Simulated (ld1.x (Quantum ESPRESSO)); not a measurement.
Configuration tests for Dy (Z = 66) (RRKJ)

```
Element                 : dysprosium
Generator               : ld1.x (Quantum ESPRESSO) 7.5
Type                    : norm-conserving RRKJ (Kleinman–Bylander form)
Functional              : Wu–Cohen
Relativity              : scalar-relativistic
Frozen core             : [Kr] 4d10
Valence charge          : 20
Reference configuration : 4f10 5s2 5p6 5d0 6s0 6p0 (charge +2)
Partial waves           : 5p (bound): rc 2.05 bohr; 5d (bound, empty): rc 1.95 bohr; 4f (bound): rc 0.80 bohr; 5s (bound): rc 1.40 bohr
Local potential         : the s channel
Core correction         : Bessel-smoothed model core inside 0.50 bohr
rho0                    : 0.001
```

Energies are relative to the spin-unpolarised reference configuration 4f10 5s2 5p6 5d0 6s0 6p0; without spin polarisation the order of configurations can differ from experiment.

```tsv
valence configuration	charge	ΔE all-electron (eV)	error AE − PS (meV)
4f10 5s2 5p6 5d0 6s2 6p0	0	-17.727	+99
4f10 5s2 5p6 5d0 6s1 6p0	+1	-11.494	+71
4f9 5s2 5p6 5d0 6s0 6p0	+3	25.702	-121
4f10 5s2 5p5 5d0 6s2 6p0	+1	12.927	+146
4f11 5s2 5p6 5d0 6s0 6p0	+1	-9.889	-73
4f10 5s2 5p6 5d0 6s1.5 6p0	+0.5	-15.238	+89
4f10 5s2 5p6 5d0.5 6s1.5 6p0	0	-16.421	+69
```

Levels in the configuration 4f10 5s2 5p6 5d0 6s1.5 6p0:

```tsv
level	all-electron (eV)	pseudo (eV)
4f	-6.214	-6.159
5s	-52.055	-51.977
5p	-28.473	-28.403
6s	-6.218	-6.244
```
